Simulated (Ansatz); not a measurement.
Cost and result for the atomization energy of `C[SiH2]O[SiH3]` (12 atoms, 11 bonds).

| atom | x (Å) | y (Å) | z (Å) |
| --- | --- | --- | --- |
| C1 | -2.137 | -0.267 | 0.419 |
| Si2 | -0.609 | 0.716 | 0.042 |
| O3 | 0.666 | -0.307 | -0.092 |
| Si4 | 2.268 | -0.438 | -0.374 |
| H5 | -2.343 | -0.987 | -0.377 |
| H6 | -3.001 | 0.395 | 0.512 |
| H7 | -2.024 | -0.816 | 1.357 |
| H8 | -0.333 | 1.698 | 1.127 |
| H9 | -0.767 | 1.465 | -1.236 |
| H10 | 2.637 | -1.873 | -0.304 |
| H11 | 3.039 | 0.321 | 0.647 |
| H12 | 2.603 | 0.094 | -1.721 |

Total charge 0; spin multiplicity 1. The geometry is a stationary point of PBE0-D4/def2-TZVP. It is one conformer, not always the lowest. Program: Ansatz. Hardware: A = 2 threads of a server CPU on a shared host; B = 2 threads of an AMD EPYC 7R13 on a shared host and a share of an NVIDIA H100 80 GB. Times are those of one run each, without the atoms' runs, and a repeat can differ threefold. Electronic energies, without spin–orbit coupling; frozen cores. CCSD(T)/CBS extrapolates def2-TZVPP and def2-QZVPP, and its time is that of the two runs behind it. T1 = 0.011. B3LYP takes the VWN-RPA correlation (the form of Gaussian; ORCA's B3LYP/G).

CCSD(T)/CBS is a level of theory with its own doubt, some kJ/mol a heavy atom from the limit and from the frozen cores, so smaller differences don't rank the functionals.

```json
{"level": "revPBE-D4/def2-TZVPP [A]", "functions": "258", "wall time": "4.7 s"}
{"level": "BLYP-D4/def2-TZVPP [A]", "functions": "258", "wall time": "5.5 s"}
{"level": "PBE0-D4/def2-TZVPP [A]", "functions": "258", "wall time": "6.5 s"}
{"level": "CCSD(T)/def2-SVP [A]", "functions": "104", "wall time": "8 s"}
{"level": "r2SCAN-D4/def2-TZVPP (with forces) [A]", "functions": "258", "wall time": "9 s"}
{"level": "CAM-B3LYP-D4/def2-TZVPP [A]", "functions": "258", "wall time": "9.5 s"}
{"level": "r2SCANh-D4/def2-TZVPP [A]", "functions": "258", "wall time": "10 s"}
{"level": "B3LYP-D4/def2-TZVPP (with forces) [A]", "functions": "258", "wall time": "11 s"}
{"level": "PBE-QIDH/def2-TZVPP [A]", "functions": "258", "wall time": "12 s"}
{"level": "CCSD(T)/def2-TZVPP [B]", "functions": "258", "wall time": "12 s"}
{"level": "B2PLYP/def2-TZVPP [A]", "functions": "258", "wall time": "12 s"}
{"level": "CCSD(T)/def2-QZVPP [B]", "functions": "494", "wall time": "23 s"}
{"level": "CCSD(T)/CBS(def2)", "functions": "–", "wall time": "34 s"}
```

Task: What atomization energy does each give, and how far from CCSD(T)/CBS? (Estimate.)

Result: Computed: 
| level | atomization (kcal/mol) | difference from CCSD(T)/CBS | per bond |
| --- | --- | --- | --- |
| revPBE-D4/def2-TZVPP [A] | 979.1 | -27.1 | -2.5 |
| BLYP-D4/def2-TZVPP [A] | 993.0 | -13.2 | -1.2 |
| PBE0-D4/def2-TZVPP [A] | 990.5 | -15.7 | -1.4 |
| CCSD(T)/def2-SVP [A] | 939.6 | -66.6 | -6.1 |
| r2SCAN-D4/def2-TZVPP (with forces) [A] | 1001.9 | -4.3 | -0.4 |
| CAM-B3LYP-D4/def2-TZVPP [A] | 1008.4 | 2.2 | 0.2 |
| r2SCANh-D4/def2-TZVPP [A] | 998.3 | -7.9 | -0.7 |
| B3LYP-D4/def2-TZVPP (with forces) [A] | 1002.2 | -4.0 | -0.4 |
| PBE-QIDH/def2-TZVPP [A] | 991.5 | -14.7 | -1.3 |
| CCSD(T)/def2-TZVPP [B] | 981.4 | -24.8 | -2.3 |
| B2PLYP/def2-TZVPP [A] | 992.4 | -13.8 | -1.3 |
| CCSD(T)/def2-QZVPP [B] | 996.5 | -9.7 | -0.9 |
| CCSD(T)/CBS(def2) | 1006.2 | 0.0 | 0.0 |

Leaving LDA and LC-ωPBE aside and taking each functional with its dispersion term where it has one, the values spread over 29.4 kcal/mol, from revPBE-D4 to CAM-B3LYP-D4. LDA lies +119.3 kcal/mol from PBE without D4, its usual overbinding. At CCSD(T), def2-SVP lies −66.6 kcal/mol from the extrapolated value and def2-TZVPP −24.8 kcal/mol: correlation converges slowly with the basis, and small sets miss more of it in the bonded molecule than in its fragments. In def2-TZVPP, CCSD(T) changes the Hartree–Fock value by +213.0 kcal/mol (the triples alone add +8.8 kcal/mol) and MP2 by +217.1 kcal/mol; breaking electron pairs costs correlation energy, which Hartree–Fock lacks.
